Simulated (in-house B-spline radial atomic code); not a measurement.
A fraction x of an electron is removed from 3p in the argon ion Ar²⁺, starting from [Ne] 3s2 3p4 and keeping the highest spin. Method: scalar-relativistic (X2C) PBEsol, spin-polarised, spherical fractional occupations, Fermi nucleus of rms radius 3.4274 fm. Calculated with an all-electron radial atomic-structure program (B-spline basis).

| x | E(x) - E(0) (eV) | 3p down level (eV) |
| --- | --- | --- |
| 0 | 0.0000 | -33.943 |
| 0.05 | 1.7133 | -34.587 |
| 0.24 | 8.5181 | -37.046 |
| 0.28 | 10.0103 | -37.567 |
| 0.49 | 18.1871 | -40.310 |
| 0.5 | 18.5908 | -40.441 |
| 0.59 | 22.2837 | -41.623 |
| 0.64 | 24.3812 | -42.280 |
| 0.87 | 34.4536 | -45.307 |
| 0.92 | 36.7354 | -45.965 |
| 1 | 40.4548 | - |

The exact functional would give a straight line between the two integer points. Deviations E(x) - E(0) - x[E(1) - E(0)], in eV: -0.309 at x = 0.05, -1.191 at x = 0.24, -1.317 at x = 0.28, -1.636 at x = 0.49, -1.637 at x = 0.5, -1.585 at x = 0.59, -1.51 at x = 0.64, -0.742 at x = 0.87, -0.483 at x = 0.92.

The curve lies below the straight line by up to 1.637 eV (at x = 0.5): convex, the delocalisation error that favours fractional charges.

**Question.** How well does Slater's transition state (minus the level at half occupation) give the ionisation energy?

**Answer.** It gives 40.441 eV against 40.455 eV from the two total energies; NIST lists 40.73 eV, ground level to ground level.
